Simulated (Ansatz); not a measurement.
Geometry optimisation, RKS PBE0/def2-SVP in Ansatz 0.2.0.

input.yaml

```yaml
crystal:
  periodic: [false, false, false]
  atoms:
    - { symbol: Ga, position_ang: [0.032821, 0.065403, 0.276334] }
    - { symbol: C, position_ang: [-0.010041, 0.268702, 2.24486] }
    - { symbol: H, position_ang: [-0.967709, -0.024448, 2.699751] }
    - { symbol: H, position_ang: [0.81375, -0.255422, 2.751285] }
    - { symbol: H, position_ang: [0.124049, 1.344653, 2.455449] }
    - { symbol: H, position_ang: [1.402214, -0.09349, -0.481308] }
    - { symbol: H, position_ang: [-1.293071, 0.21684, -0.563494] }
    - { symbol: P, position_ang: [-0.339705, -3.292494, 1.151875] }
    - { symbol: H, position_ang: [-0.899182, -3.018954, -0.138913] }
    - { symbol: H, position_ang: [1.006454, -3.219102, 0.678504] }
    - { symbol: H, position_ang: [-0.355182, -1.936487, 1.607357] }
basis:
  gaussian: { orbitals: def2-SVP }
hamiltonian:
  xc: pbe0
relax:
  f_tol: 0.03
  max_steps: 50
```

Run as:

```bash
$ ansatz run input.yaml --threads 2 --pin off --max-ram 3072MiB --backend cpu --events-out ev --progress --plain --runs-dir out
```

Task: Where does it end, and by what steps?

Result: The forces met the threshold. The force dipped under the threshold on the way, but the program's further checks kept it going. After 19 steps the energy has fallen by 0.101 eV; H11 moved furthest, 0.86 Å.

```csv
step,energy less start (eV),largest force component (eV/Å),accepted
0,0.0000,0.363,yes
1,-0.0589,0.105,yes
2,-0.0704,0.090,yes
3,-0.0842,0.201,yes
4,-0.0894,0.236,yes
5,-0.0933,0.194,yes
6,-0.0966,0.041,yes
7,-0.0973,0.045,yes
8,-0.0978,0.035,yes
9,-0.0981,0.063,yes
10,-0.0984,0.068,yes
11,-0.0987,0.101,yes
12,-0.0989,0.089,yes
13,-0.0990,0.095,yes
14,-0.0995,0.105,yes
15,-0.0999,0.055,yes
16,-0.1002,0.017,yes
17,-0.1004,0.029,yes
18,-0.1006,0.031,yes
19,-0.1006,0.020,yes
```

```xyz
11
Properties=species:S:1:pos:R:3
Ga 0.030 -0.061 0.329
C 0.069 0.397 2.246
H -0.874 0.153 2.756
H 0.902 -0.094 2.772
H 0.221 1.486 2.339
H 1.376 -0.278 -0.464
H -1.328 -0.050 -0.472
P -0.239 -3.446 0.827
H -0.774 -2.727 -0.286
H 0.993 -2.721 0.836
H -0.862 -2.604 1.799
```

Whether the end is a true minimum wasn't checked by a vibrational analysis.

The run took 56 s on 2 threads of Arm Neoverse V1 (shared host), peak memory 0.23 GiB.
